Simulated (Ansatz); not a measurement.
Reaction (formal exchange of groups at the Si–C bond): `N#C[Si](F)(F)Cl` + `C[S][GeH2][Cl]` → `F[Si](F)(Cl)[S][GeH2][Cl]` + `CC#N`

Isolated molecules relaxed with PBE0-D4/def2-TZVP in Ansatz; ΔE leaves out vibrations. CCSD(T)/CBS adds triple-zeta CCSD(T) − MP2 to the extrapolated MP2 energy (def2 sets, frozen cores). This one scheme is used for every species. Functionals use def2-TZVPP. For Ge outer-core shells are correlated without core-valence functions, which leaves a few kJ/mol of doubt a bond. Scalar relativity is left out up to krypton. Each species was taken in one conformer, which may not be the lowest.

```json
{"level": "r2SCAN-D4", "ΔE (kJ/mol)": "-91.2"}
{"level": "PBE0-D4", "ΔE (kJ/mol)": "-95.4"}
{"level": "HF/def2-TZVPP", "ΔE (kJ/mol)": "-81.6"}
{"level": "CCSD(T)/def2-TZVPP", "ΔE (kJ/mol)": "-79.7"}
```

Problem. What does CCSD(T)/CBS give? (Estimate.)

Solution. The calculation gave: -81.8 kJ/mol. The listed levels differ from it by -9.4, -13.6, 0.2, 2.1 kJ/mol.

Largest T1 diagnostic among the species: 0.012.

The D4 term adds −9.2 kJ/mol with B3LYP and −5.2 kJ/mol with PBE0; it sums over pairs of atoms, weighted by their polarisabilities, and B3LYP, whose exchange is more repulsive, gets the larger term. From PBE to PBE0 (25 % exact exchange), in def2-TZVPP and without D4, ΔE moves by −3.6 kJ/mol.

B3LYP here is the variant with VWN-RPA as its local correlation; programs differ in this.
